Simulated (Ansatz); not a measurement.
Reaction (ligand exchange at the Si–N bond): `N[Si](N)(Cl)Br` + H–F → `N[Si](F)(Cl)Br` + NH₃

Gas-phase electronic energies from Ansatz, PBE0-D4/def2-TZVP geometries. CCSD(T)/CBS adds triple-zeta CCSD(T) − MP2 to the extrapolated MP2 energy (def2 sets, frozen cores). This one scheme is used for every species. Functionals use def2-TZVPP. B3LYP here is the variant with VWN-RPA as its local correlation; programs differ in this. For Br outer-core shells are correlated without core-valence functions, which leaves a few kJ/mol of doubt a bond. Scalar relativity is left out up to krypton. One conformer a species, not always the lowest.

CCSD(T)/CBS gives -0.71 eV.

Problem. Another level gave -0.75 eV. Which?
A. B3LYP/def2-TZVPP
B. HF/def2-TZVPP
C. PBE-QIDH/def2-TZVPP
D. RPA@PBE/def2-TZVPP

Solution. D. RPA@PBE/def2-TZVPP -0.75, PBE-QIDH -0.71, B3LYP -0.83, HF/def2-TZVPP -0.87 eV.

Largest T1 diagnostic among the species: 0.009.

In def2-TZVPP, CCSD(T) changes the Hartree–Fock value by +0.14 eV (the triples alone add +0.02 eV) and MP2 by +0.18 eV. Leaving LDA and LC-ωPBE aside and taking each functional with its dispersion term where it has one, the values, not all of them listed here, spread over 0.19 eV, from B97M-V to revPBE-D4. LDA lies +0.07 eV from PBE without D4.
